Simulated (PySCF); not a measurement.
C6H10AuO2 (SMILES CC1=CC(C)=[O]->[Au+]([CH3])[O]1), charge +1, singlet, geometry from GFN2-xTB (such geometries of metal compounds can be far from the true shape) (the multiplicity is a formal guess) (core potentials on Au); DF-HF/def2-SV(P) (PySCF).

Here is a job for PySCF.
```python
from pyscf import gto, scf

mol = gto.Mole()
mol.atom = '''
    Au    0.54732637    0.67334319    0.27763479
    C     1.47114103    2.15482715   -0.72701074
    H     2.08613064    2.66473907    0.01015622
    H     0.74449983    2.83709640   -1.15007766
    H     2.08857464    1.75673059   -1.52201096
    C    -1.43594018   -1.27117979   -2.85121481
    C    -1.00049977   -1.01537765   -1.42878763
    C    -1.43251235   -1.83163365   -0.42486893
    C    -1.10504892   -1.71326233    0.95562966
    C    -1.69577160   -2.72563219    1.87636374
    O    -0.36324081   -0.82406881    1.43051879
    O    -0.22498191    0.02037069   -1.39228625
    H    -2.52170344   -1.22909101   -2.90893899
    H    -1.00792985   -0.52248796   -3.51211192
    H    -1.10014784   -2.25990141   -3.15769197
    H    -2.08448852   -2.64813803   -0.69115894
    H    -1.37474772   -2.53634879    2.89704921
    H    -2.78272962   -2.68773532    1.82072319
    H    -1.38866859   -3.72583918    1.57438569
'''
mol.basis = 'def2-sv(p)'
mol.ecp = {'Au': 'def2-sv(p)'}
mol.charge = 1
mol.verbose = 5
mol.build()

mf = scf.RHF(mol)
mf = mf.density_fit(auxbasis='def2-universal-jkfit')
mf.kernel()
mf.analyze()
```

What the program printed (banner, timings and long lists left out):

```
PySCF version 2.14.0

[INPUT] verbose = 5
[INPUT] max_memory = 4000
[INPUT] num. atoms = 19
[INPUT] num. electrons = 80
[INPUT] charge = 1
[INPUT] spin (= nelec alpha-beta = 2S) = 0
[INPUT] symmetry False subgroup None
[INPUT] Mole.unit = angstrom
[INPUT] Symbol           X                Y                Z      unit          X                Y                Z       unit  Magmom
[...]
[INPUT] ---------------- BASIS SET ----------------
[INPUT] l, kappa, [nprim/nctr], expnt,             c_1 c_2 ...
[INPUT] O
[...]
                                340.87010191      -0.03989003923
                                77.363135167      -0.17853911985
                                21.47964494       -0.46427684959
                                6.6589433124      -0.44309745172
[...]
                                3.863550544       0.23094120765
                                1.0480920883      0.51375311064
[...]
[INPUT] Au
[...]
                                12.193477         0.79105526778
[...]
                                7.335326          -0.72681584494
                                1.6575296365      0.57315511417
                                0.78159310216     0.49579068859
[...]
                                3.568257          0.40197233762
                                1.234575713       0.46001988624
                                0.48190232338     0.461521309579
[...]
[INPUT] C
[...]
                                186.29004992      0.040638409211
                                42.251176346      0.18025593888
                                11.676557932      0.46315121755
                                3.5930506482      0.44087173314
[...]
                                2.0103545142      0.21117025112
                                0.54771004707     0.51328172114
[...]
[INPUT] H
[...]
                                1.9622572         0.13796524
                                0.44453796        0.47831935
[...]
nuclear repulsion = 571.852422217821
number of shells = 79
number of NR pGTOs = 282
number of NR cGTOs = 157
basis = def2-sv(p)
ecp = {'Au': 'def2-sv(p)'}

******** <class 'pyscf.df.df_jk.DFRHF'> ********
method = DFRHF
initial guess = minao
damping factor = 0
level_shift factor = 0
DIIS = <class 'pyscf.scf.diis.CDIIS'>
diis_start_cycle = 1
diis_space = 8
diis_damp = 0
SCF conv_tol = 1e-09
SCF conv_tol_grad = None
SCF max_cycles = 50
direct_scf = False
Set gradient conv threshold to 3.16228e-05
Initial guess from minao.
[...]
converged SCF energy = -516.880550939363
Total Energy =                        -516.880550939362593
[...]
8 C 2py          0.00175   0.00076
8 C 2pz          0.00081   0.00021
8 C 3px          0.01713   0.01237
8 C 3py          0.02595   0.01651
8 C 3pz         -0.00195   0.00624
8 C 3dxy         0.00249   0.00177
8 C 3dyz         0.00480   0.00315
8 C 3dz^2        0.00410   0.00154
8 C 3dxz         0.00545   0.00322
8 C 3dx2-y2      0.00045   0.00021
9 C 1s          -0.00001  -0.00000
9 C 2s          -0.00013   0.00004
9 C 3s           0.01026   0.00283
9 C 2px         -0.00021  -0.00000
9 C 2py         -0.00031   0.00001
9 C 2pz          0.00009  -0.00005
9 C 3px          0.00139   0.00029
9 C 3py          0.00132   0.00024
9 C 3pz         -0.00534  -0.00361
9 C 3dxy         0.00050  -0.00005
9 C 3dyz        -0.00072  -0.00045
9 C 3dz^2        0.00105   0.00104
9 C 3dxz        -0.00032  -0.00014
9 C 3dx2-y2     -0.00032  -0.00008
10 O 1s         -0.00002   0.00001
10 O 2s         -0.00160   0.00007
10 O 3s          0.01757   0.00235
10 O 2px         0.00506   0.00146
10 O 2py         0.00845   0.00233
10 O 2pz        -0.00696  -0.00159
10 O 3px         0.02644   0.01687
10 O 3py         0.04384   0.02641
10 O 3pz        -0.02426  -0.00995
10 O 3dxy        0.00059  -0.00181
10 O 3dyz       -0.00479  -0.00193
10 O 3dz^2       0.00216   0.00189
10 O 3dxz       -0.00202  -0.00079
10 O 3dx2-y2    -0.00114   0.00014
11 O 1s         -0.00000   0.00001
11 O 2s          0.00029   0.00050
11 O 3s          0.01552   0.00305
11 O 2px         0.00810   0.00219
11 O 2py         0.00663   0.00188
11 O 2pz         0.01844   0.00464
11 O 3px         0.01356   0.00990
11 O 3py         0.01433   0.01050
11 O 3pz         0.05119   0.03061
11 O 3dxy        0.00018  -0.00054
11 O 3dyz        0.00041   0.00042
11 O 3dz^2       0.00370   0.00390
11 O 3dxz       -0.00002   0.00061
11 O 3dx2-y2    -0.00025   0.00014
12 H 1s         -0.00029  -0.00001
12 H 2s         -0.00118  -0.00009
13 H 1s         -0.00062  -0.00002
13 H 2s         -0.00219   0.00312
14 H 1s         -0.00030  -0.00001
14 H 2s         -0.00182  -0.00045
15 H 1s         -0.00070  -0.00005
15 H 2s         -0.00282  -0.00250
16 H 1s         -0.00038  -0.00001
16 H 2s         -0.00146   0.00168
17 H 1s         -0.00022  -0.00001
17 H 2s         -0.00140  -0.00048
18 H 1s         -0.00022  -0.00001
18 H 2s         -0.00158  -0.00059

WARN: System has nonzero charge 1; the dipole moment is origin-dependent.
Location of origin: [0. 0. 0.]

Dipole moment(X, Y, Z, Debye): -0.09594, -0.03945, -0.35704
```
